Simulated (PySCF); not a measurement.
OSn, charge -1, multiplicity 2. Atoms are numbered in the order given.

```xyz
2

Sn     0.0000     0.0000    -0.2615
O      0.0000     0.0000     1.6342
```
Charge -1, spin multiplicity 2.

The structure is a stationary point at B3LYP-D3(BJ)/def2-TZVPD. The multiplicity is an assumed one; other spin states were not compared. The def2 effective core potentials stand for the cores of Sn; spin–orbit coupling is left out.

Method: PySCF with ωB97X/def2-TZVPD.

Computed frontier levels, dipole moment:
```json
{
 "α spin, highest occupied and lowest empty level": "-0.61 and 4.54 eV",
 "β spin, highest occupied and lowest empty level": "-3.83 and 4.45 eV",
 "dipole_moment_about_the_centre_of_nuclear_charge": "3.62 D",
 "⟨S²⟩": "0.757 (pure state 0.75)"
}
```
